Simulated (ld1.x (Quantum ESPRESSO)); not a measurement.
**Which change was made? (Pm, RRKJ)**

- Element: Pm
- Generator: ld1.x (Quantum ESPRESSO) 7.5
- Type: norm-conserving RRKJ (Kleinman–Bylander form)
- Functional: PBE
- Relativity: scalar-relativistic
- Frozen core: [Kr] 4d10
- Valence charge: 15
- Reference configuration: 4f5 5s2 5p6 5d1 6s1 6p0
- Partial waves: 5p (bound): rc 2.10 bohr; 5d (bound): rc 3.80 bohr; 4f (bound): rc 0.85 bohr; 5s (bound): rc 2.10 bohr
- Local potential: the s channel
- Core correction: none
- rho0: 0.01

Occupied shells without a wave of their own: 6s. They enter only through the test configuration that unscreens the potential.

Cutoffs, loose and tight: the cutoffs (Ry, on a coarse ladder) from which the occupation-weighted sum of valence levels, in a spherical-Bessel basis at the reference potential, stays within 10 and 1 mRy of its value at 400 Ry. They do not see the model core or the augmentation charge, which bear on the density cutoff. Test errors are all-electron minus pseudo excitation energies from the reference, over the configurations 4f5 5s2 5p6 5d0 6s2 6p0; 4f5 5s2 5p6 5d0 6s1 6p0; 4f5 5s2 5p6 5d0 6s0 6p0; 4f5 5s2 5p6 5d0 6s0 6p2; 4f4 5s2 5p6 5d0 6s2 6p0; 4f4 5s2 5p6 5d0 6s0 6p0; 4f4 5s2 5p6 5d1 6s1 6p0; variants that change the core or the reference have their own tests.

The base gives: outcome: generated, misses its reference levels by 0.39 eV; cutoff, loose: 300 Ry; cutoff, tight: over 300 Ry; bound ghosts: none; largest test error (meV): +1313.

Question: After one change the result is: outcome: failed: the pseudo-atom did not reach self-consistency. Which change was it?
A. wave 5s (bound): rc 2.10 bohr becomes 5s (bound): rc 2.22 bohr
B. wave 5s (bound): rc 2.10 bohr becomes 5s (bound): rc 2.04 bohr
C. wave 5s (bound): rc 2.10 bohr becomes 5s (bound): rc 2.60 bohr
D. wave 5s (bound): rc 2.10 bohr becomes 5s (bound): rc 3.10 bohr
E. wave 5s (bound): rc 2.10 bohr becomes 5s (bound): rc 1.70 bohr

Answer: D. The others give: wave 5s (bound): rc 2.10 bohr becomes 5s (bound): rc 2.04 bohr → outcome: generated, misses its reference levels by 0.33 eV; cutoff, loose: 300 Ry; cutoff, tight: over 300 Ry; bound ghosts: none; largest test error (meV): +1131 | wave 5s (bound): rc 2.10 bohr becomes 5s (bound): rc 2.22 bohr → outcome: generated, misses its reference levels by 0.55 eV; cutoff, loose: 300 Ry; cutoff, tight: over 300 Ry; bound ghosts: none; largest test error (meV): -1765 | wave 5s (bound): rc 2.10 bohr becomes 5s (bound): rc 1.70 bohr → outcome: generated; cutoff, loose: 300 Ry; cutoff, tight: over 300 Ry; bound ghosts: none; largest test error (meV): +354 | wave 5s (bound): rc 2.10 bohr becomes 5s (bound): rc 2.60 bohr → outcome: failed: run_pseudo: Errors in PS-KS equation.
